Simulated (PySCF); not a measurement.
**Frontier levels across methods**

Compound: CH₅B₃Cl₂.
Z-matrix (Å and degrees, PBE0-D3(BJ)/def2-SVP geometry), rows numbered from 1:
```
B 
C   1  1.5593
B   2  1.5585  1  104.00
B   2  1.5642  1  105.74  3  -111.15
Cl  4  1.7518  2  124.92  1    52.83
Cl  4  1.7574  2  118.00  1  -127.12
H   1  1.2082  2  118.55  3  -124.23
H   1  1.2048  2  121.62  3    55.04
H   2  1.0957  1  114.48  3   125.82
H   3  1.2082  2  118.52  1   121.54
H   3  1.2049  2  121.58  1   -57.76
```

Basis pcSseg-2 throughout (PySCF), one geometry. One conformer (not necessarily the lowest) at the PBE0-D3(BJ)/def2-SVP geometry, without solvent, vibrations or thermal averaging.

Question: How do the orbital energies, the gap and the dipole change with the method?

Answer: 
| method | kind | HOMO (eV) | LUMO (eV) | gap (eV) | μ (D) | SCF cycles |
| --- | --- | --- | --- | --- | --- | --- |
| BLYP | GGA | -7.53 | -3.11 | 4.42 | 0.97 | 15 |
| B97-D | GGA | -7.68 | -3.07 | 4.61 | 1.02 | 14 |
| PBE | GGA | -7.70 | -3.28 | 4.42 | 0.98 | 14 |
| OPBE | GGA | -7.73 | -3.08 | 4.65 | 1.02 | 15 |
| BP86 | GGA | -7.79 | -3.32 | 4.47 | 0.99 | 14 |
| KT2 | GGA | -7.80 | -3.30 | 4.50 | 1.02 | 15 |
| KT3 | GGA | -7.82 | -3.18 | 4.64 | 1.02 | 14 |
| LDA | LDA | -7.84 | -3.58 | 4.27 | 1.00 | 15 |
| B3LYP | global hybrid | -8.81 | -2.52 | 6.28 | 1.08 | 13 |
| B97-2 | global hybrid | -8.83 | -2.29 | 6.54 | 1.12 | 13 |
| PBE0 | global hybrid | -9.09 | -2.32 | 6.77 | 1.11 | 14 |
| mPW1PW91 | global hybrid | -9.11 | -2.31 | 6.80 | 1.11 | 14 |
| BHandHLYP | global hybrid | -10.33 | -1.31 | 9.02 | 1.23 | 12 |
| CAM-B3LYP | range-separated hybrid | -10.46 | -1.24 | 9.22 | 1.16 | 12 |
| wB97X-D | range-separated hybrid | -10.96 | -0.44 | 10.52 | 1.17 | 13 |
| LC-wPBE | range-separated hybrid | -11.90 | -0.07 | 11.84 | 1.21 | 15 |
| HF | Hartree–Fock | -12.34 | 1.01 | 13.34 | 1.39 | 11 |

The HOMO spans 4.81 eV, from BLYP down to HF, and the gap runs from 4.27 eV (LDA) to 13.34 eV (HF). Over the methods BLYP (0 %), B97-D (0 %), PBE (0 %), OPBE (0 %), BP86 (0 %), KT2 (0 %), KT3 (0 %), LDA (0 %), B3LYP (20 %), B97-2 (21 %), PBE0 (25 %), mPW1PW91 (25 %), BHandHLYP (50 %), HF (100 %), a straight line through the gap against the share of exact exchange rises by 0.89 eV for each 10 % (correlation coefficient 0.999). The dipole ranges from 0.97 D (BLYP) to 1.39 D (HF). This basis has no diffuse functions.
